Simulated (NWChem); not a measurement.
## Electron attachment to C$_{2}$F$_{3}$O

SMILES: [C](C(F)(F)F)=O
```xyz
6

O      2.0700     0.0611    -0.0318
C      1.0952    -0.5185     0.2573
C     -0.3531    -0.0268     0.0127
F     -0.3864     1.1450    -0.6046
F     -0.9628     0.0858     1.1822
F     -0.9855    -0.9215    -0.7294
```
Charge 0, spin multiplicity 2.

All runs are NWChem calculations. The geometry was optimised at UPBE0/def2-SVP, a minimum by its harmonic frequencies.

Basis set: def2-SVPD. The species with one electron more has spin multiplicity 1 and keeps the geometry of the parent. Δ marks differences of total energies (open shells unrestricted). −ε marks an orbital energy of the parent. That orbital need not have the symmetry of the hole or added electron in the Δ rows. The basis adds only a small set of diffuse functions.

B3LYP has NWChem's definition, with VWN1-RPA local correlation. The structure started from a generated list of species. The stability of the SCF solutions was not checked.

Problem. For the vertical electron affinity, −ε(beta LUMO) of B3LYP gives 3.54 eV and −ε(beta LUMO) of PBE gives 4.21 eV. What do −ε(beta LUMO) of M06-2X, −ε(beta LUMO) of r2SCAN, ΔB3LYP give?

Solution. −ε(beta LUMO) of M06-2X: 2.44 eV; −ε(beta LUMO) of r2SCAN: 3.84 eV; ΔB3LYP: 0.91 eV.
